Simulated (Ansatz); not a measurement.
Basis sets compared for the cluster SnO₂. Total charge 0; singlet. Geometry B3LYP-D4/def2-TZVP. Ansatz on 2 threads of Arm Neoverse V2 on a shared host; times are rough, and most runs start from earlier orbitals.

```xyz
3

Sn    0.0000    0.0000    0.0000
O    -0.3668   -0.3729    1.7367
O     0.3668    0.3728   -1.7367
```

In the def2 sets Sn takes a core potential; there is no spin–orbit coupling. The structure comes from a short search, and lower isomers may exist.

Binding counts from free atoms (Sn triplet, O triplet) in the same basis, without a counterpoise term.

| level | functions | energy (Eh) | HOMO (eV) | LUMO (eV) | binding per atom (eV) | wall time |
| --- | --- | --- | --- | --- | --- | --- |
| PBE-D4/def2-SVP | 54 | -364.3923 | -6.87 | -4.02 | 2.89 | 0.4 s |
| PBE-D4/def2-TZVP (with forces) | 112 | -364.6095 | -7.11 | -4.18 | 3.09 | 0.95 s |
| r2SCAN-D4/def2-TZVP | 112 | -364.7549 | -7.43 | -4.05 | 2.79 | 1.7 s |
| PBE0-D4/def2-SVP | 54 | -364.3644 | -8.39 | -3.10 | 2.36 | 0.6 s |
| PBE0-D4/def2-TZVP | 112 | -364.5827 | -8.59 | -3.23 | 2.60 | 1.2 s |

Problem. Estimate the rows for PBE-D4/def2-TZVPD, r2SCAN-D4/def2-TZVPD, PBE0-D4/def2-TZVPD.

Solution. 
```
               level  functions  energy (Eh)  HOMO (eV)  LUMO (eV)  binding per atom (eV)  wall time
   PBE-D4/def2-TZVPD        136    -364.6117      -7.20      -4.29                   3.09        1 s
r2SCAN-D4/def2-TZVPD        136    -364.7565      -7.49      -4.13                   2.79      2.1 s
  PBE0-D4/def2-TZVPD        136    -364.5845      -8.66      -3.35                   2.61      1.4 s
```
